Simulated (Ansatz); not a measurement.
AlH₆NSeSi, relaxed with RKS PBE0-D4/def2-TZVP in Ansatz from a PBE-D4/def2-SVP geometry. The force threshold is 0.005 eV/Å; the program also tests the step.

Charge 0, multiplicity 1. The bonds changed during the relaxation, so this is another structure than the one it started from.

Start:

```xyz
10

N     0.718    0.867    1.772
Si    0.771    0.259    0.159
Al   -0.544   -1.605   -0.682
Se   -1.465    0.737   -1.178
H     0.843    1.853    2.011
H     0.247    0.344    2.513
H     1.642    1.221   -0.612
H    -1.485   -2.225    0.456
H    -0.045   -2.348   -2.006
H    -0.683    0.896   -2.433
```

Q: How much energy does the relaxation release, and in how many steps? (An estimate is asked.)

A: The calculation gave: 4.21 kJ/mol, in 9 steps, 1 of them rejected.

Q: Which bonds change most? (Best estimate.)

A: Computed: Si2–Se4 from 2.648 to 2.551 Å; N1–Si2 from 1.724 to 1.701 Å; Si2–Al3 from 2.431 to 2.409 Å; Si2–H7 from 1.509 to 1.488 Å.

Q: Give the relaxed structure. (An estimate is asked.)

A: Computed: 
```xyz
10

N     0.689    0.877    1.742
Si    0.743    0.266    0.156
Al   -0.515   -1.618   -0.663
Se   -1.414    0.751   -1.116
H     0.822    1.850    1.967
H     0.242    0.367    2.484
H     1.642    1.165   -0.616
H    -1.477   -2.248    0.432
H    -0.056   -2.317   -2.008
H    -0.676    0.908   -2.377
```
